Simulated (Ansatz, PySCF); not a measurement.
Torsion F1–Te2–Se3–H4 in FHSeTe (SMILES F[Te][SeH]); at each angle all else is relaxed with GFN2-xTB, and the levels are single points there.
Geometry at 90° (charge 0, multiplicity 1):
```xyz
4

F      1.8602    -0.7061     0.3005
Te     1.0303     1.0396    -0.2614
Se    -1.2802     0.4826     0.2969
H     -1.3297     0.9413     1.6797
```

On the grid 0° to 330°, 0° is the highest and 90° the lowest point at CCSD(T)/CBS(def2-TZVPP, def2-QZVPP).

Correlated levels freeze the cores. Filled d and f shells under p-block atoms count as core. CBS: X⁻³ extrapolation of the correlation energy, Hartree–Fock from the larger set.

The values were computed with Ansatz (Gaussian orbitals); PySCF for the dispersion terms. Values without a source in brackets are computed. In def2 rows elements past Kr take small-core potentials, without spin–orbit coupling.

**Question.** Predict the energy at 0° less that at 90° from BLYP-D3(BJ)/def2-TZVPP.

**Answer.** 524 meV

**Question.** What is the computed energy at 0° less that at 90° (CCSD(T)/CBS(def2-TZVPP, def2-QZVPP))?

**Answer.** 463 meV

**Question.** Estimate the energy at 0° less that at 90° that MP2/def2-SVP returns for this input.

**Answer.** 426 meV

Ansatz is an electronic-structure program.
